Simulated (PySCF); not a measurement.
**Worked example: dipole moment from atomic charges**

Be(Cl)(SH) (BeClHS), SMILES [SH][Be][Cl]. Atoms are numbered in the order given.

```xyz
4

Be     0.0242    -0.0432     0.0000
Cl    -0.0042    -1.8514     0.0000
S      0.0777     1.8577     0.0000
H     -1.2676     1.9229     0.0000
```

The structure is a stationary point at r2SCAN-D4/def2-TZVP. The values are those of a single conformer.

Charges (e) from CAM-B3LYP/def2-TZVPD in PySCF:

| atom | ESP fit | IAO |
|---|---|---|
| Be1 | 0.437 | 1.459 |
| Cl2 | -0.249 | -0.768 |
| S3 | -0.332 | -0.790 |
| H4 | 0.143 | 0.099 |

The dipole moment of the full density is 0.79 D.

### Question
What dipole moment does each set of point charges give, and which comes closer to that of the density?

### Answer

μ = Σ q r, and 1 e Å = 4.8032 D.
ESP fit: Σ q r = (-0.195, 0.100, 0.000) e Å, |μ| = 1.06 D.
IAO: Σ q r = (-0.148, 0.082, 0.000) e Å, |μ| = 0.81 D.
IAO comes closer in size. Point charges leave out the atoms' own dipoles (lone pairs, polarised bonds); fits to the potential absorb them, partitions of the density don't.
